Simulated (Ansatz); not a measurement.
Two isomers of CH4OSSi: A = `SC1O[SiH2]1`, B = `S[SiH]1CO1`.

Program: Ansatz. Geometries: PBE0-D4/def2-TZVP. ΔE: electronic, gas phase. CCSD(T)/CBS adds triple-zeta CCSD(T) − MP2 to the extrapolated MP2 energy (def2 sets, frozen cores). DFT in def2-TZVPP. Each species was taken in one conformer, which may not be the lowest.

Which is lower in electronic energy at CCSD(T)/CBS, and by how much? (Best estimate.)

The calculation gave: B, by 24.4 kcal/mol.

Give E(B) − E(A) in kcal/mol with HF/def2-TZVPP, PBE-D4, LDA (SPW92), PBE0-D4, BLYP-D4, B2PLYP, r2SCAN-D4. (An estimate is asked.)

The calculation gave: HF/def2-TZVPP -25.1, PBE-D4 -23.5, LDA (SPW92) -22.5, PBE0-D4 -24.4, BLYP-D4 -22.8, B2PLYP -24.1, r2SCAN-D4 -24.8. None reverses the order clearly.

Does the order hold for the free energy at 298.15 K (harmonic terms from PBE0-D4)? (Estimate.)

The calculation gave: Yes: G(B) − G(A) = -23.4 kcal/mol, for one conformer each.

Largest T1 diagnostic: 0.015.

From PBE to PBE0 (25 % exact exchange), in def2-TZVPP and without D4, E(B) − E(A) moves by −0.9 kcal/mol. Leaving LDA and LC-ωPBE aside and taking each functional with its dispersion term where it has one, the values, not all of them listed here, spread over 2.6 kcal/mol, from B97M-V to BLYP-D4. LDA lies +1.1 kcal/mol from PBE without D4.
